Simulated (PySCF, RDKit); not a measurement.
Pair of molecules: CH3F (SMILES CF) (first 5 atoms) with C2H3N (SMILES CC#N); geometry from B3LYP-D3(BJ)/def2-TZVP, rigid monomers moved along the line of their centres of mass till F2···H9 is 2.76 Å.
(charge 0, multiplicity 1):
```xyz
11

C      0.373     0.592    -0.178
F      1.163    -0.292     0.566
H     -0.178     1.226     0.515
H      1.031     1.190    -0.809
H     -0.311     0.006    -0.791
C      0.995    -0.280     4.162
C      0.084     0.780     3.765
N     -0.635     1.615     3.438
H      1.343    -0.805     3.272
H      1.853     0.140     4.687
H      0.488    -0.984     4.822
```

Counterpoise-corrected where a basis set is named; no monomer relaxation. Rows marked so take none. RDKit's UFF carries no charges.

Rows in 6-31G* carry no dispersion term and start afresh at each structure (6-31G* with six Cartesian d functions). MP2/6-31G* freezes PySCF's default core.

Codes used: PySCF for 6-31G* rows; RDKit for the force fields. 

**Question.** What interaction energy does MP2/6-31G* give?

**Answer.** -2.4 kcal/mol

**Question.** Give the interaction energy at the level HF/6-31G* (no counterpoise).

**Answer.** -3.2 kcal/mol

**Question.** What is the computed interaction energy (UFF)?

**Answer.** -0.8 kcal/mol
